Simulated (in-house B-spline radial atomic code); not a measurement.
Results of a calculation; reference values are marked as such.
Building a PAW s channel for N, r_c = 0.949 bohr

N, [He] 2s2 2p3, non-relativistic PBE, spherical and spin-unpolarised, from an all-electron radial atomic-structure program (B-spline basis) (atomic units; all potentials screened as in the neutral atom).

Two all-electron partial waves φ1, φ2 are integrated outwards at E1 = ε(2s) = -0.681982 and E2 = E1 + 0.5 hartree; φ1 is the bound orbital and φ2 has unit norm inside r_c = 0.9489 bohr. Smooth partners are polynomials, r^1(a0 + a1 r² + a2 r⁴ + a3 r⁶), matched to φ and three derivatives at r_c, with no condition on the norm. The local potential is -10.0852 + (21.6733) r² + (-22.0851) r⁴ + (8.74619) r⁶ inside 0.7769 bohr and the all-electron one outside.

```tsv
wave	φ(r_c)	φ'(r_c)	a0	a1	a2	a3
1	0.8900587	0.1558527	1.10448	0.2933006	-0.7851529	0.2821595
2	1.56306	-0.3296225	2.24564	0.2108547	-1.463446	0.5454891
```

Inside r_c the overlaps are <φi φj> = [[0.28864, 0.53699], [0.53699, 1.00000]] and, for the smooth waves, [[0.32036, 0.60149], [0.60149, 1.13090]]. With χj = (Ej − T − V_local) applied to smooth wave j, the program's quadrature gives the matrix B_ij = <smooth i, χj> as [[0.70556, 1.40629], [1.37404, 2.73925]].

Q: Check the match of the first wave, and find the augmentation charges q_ij.

A: At r_c the four terms are 1.04804, 0.25060, -0.60403, 0.19545, which sum to 0.8901, φ1(r_c) to rounding. q_ij is the all-electron overlap less the smooth one: [[-0.03172, -0.06450], [-0.06450, -0.13090]]. The smooth first wave has a norm of 0.3204 inside r_c against 0.2886, so q11 is negative and must stay small enough for the overlap operator to be positive.

Q: B isn't symmetric. Show that D_ij = B_ij + Ej q_ij is.

A: Integrating by parts gives B12 − B21 = (E1 − E2) q12: 1.40629 − (1.37404) = 0.03225, and −0.5 × (-0.06450) = 0.03225. So D12 = 1.40629 + (-0.181982)(-0.06450) = 1.41803 and D21 = 1.37404 + (-0.681982)(-0.06450) = 1.41803; D11 = 0.72719, D22 = 2.76307. The projectors, p = (B⁻¹)ᵀ χ, are dual to the smooth waves; det B = 0.00041, small beside B11 B22, as the two smooth waves look alike inside r_c.

Solving (T + V_local + Σ p D p) ψ = E (1 + Σ p q p) ψ in a sphere of 9 bohr gives these levels:

| all-electron | one projector | two projectors |
| --- | --- | --- |
| -0.681982 | -0.681982 | -0.681982 |
| 0.022415 | 0.022283 | 0.022415 |
| 0.275702 | 0.275239 | 0.275702 |
| 0.681862 | 0.680391 | 0.681859 |
| 1.231580 | 1.227620 | 1.231560 |

Q: What does the second projector gain?

A: With one projector the errors are 0.00, -0.13, -0.46, -1.47, -3.96 millihartree. With two the errors are 0.00, 0.00, 0.00, 0.00, -0.02 millihartree. The scattering is exact at E1 and at E2 = -0.182, and over all levels compared the largest error is 0.02 millihartree. The lowest eigenvalue of the overlap operator is 0.7892 with one and 0.2628 with two projectors. The smooth orbital alone needs a cutoff of 19.5 hartree for 1 millihartree of kinetic energy, against 48.4 for a norm-conserving Troullier-Martins orbital of the same radius; part of the gain comes from giving up the norm, part from the simpler form.
